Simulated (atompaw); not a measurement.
## Pseudopotential generation for P (Z = 15): PAW (atompaw), LDA (PW92), non-relativistic.

phosphorus (P), PAW, made with atompaw 4.2.0.5 (LDA (PW92), non-relativistic). Core [Ne], reference 3s2 3p2 (charge +1). Waves: 3s (bound); 3s channel at -0.95 Ry; 3p (bound); 3p channel at 3.45 Ry; 3d channel at 0.25 Ry. Local part: vpsmatchnc scheme with l = 3 at -0.5 Ry, radius 2.10 bohr. Core correction: smooth core density matched at 1.50 bohr. Augmentation charge: sinc compensation charge, radius 2.20 bohr; PAW radius 2.20 bohr; waves and projectors: bloechl.

All-electron outer shells of the reference configuration (LDA (PW92), non-relativistic, ld1.x):

| shell | level (eV) | outermost node (bohr) | outermost maximum (bohr) |
| --- | --- | --- | --- |
| 3s | -23.24 | 0.66 | 1.54 |
| 3p | -14.31 | 0.64 | 1.74 |

Does the generator finish with these settings?

Yes, a potential is produced.

Estimate the cutoffs (Ry, on a coarse ladder) from which the occupation-weighted sum of valence levels, in a spherical-Bessel basis at the reference potential, stays within 10 and 1 mRy of its value at 400 Ry.

21 Ry and 30 Ry.

Does the potential have ghost states?

No extra level below or beside the all-electron valence levels (s, p, d, f tested).

Is the overlap operator S = 1 + Σ q|β⟩⟨β| positive definite (Bessel basis up to 400 Ry)?

Barely: its lowest eigenvalue is 0.004 (s channel).

Which valence shell sets the plane-wave cutoff?

3p: its level needs 25 Ry to come within 1 mRy, against 8 Ry for 3s.
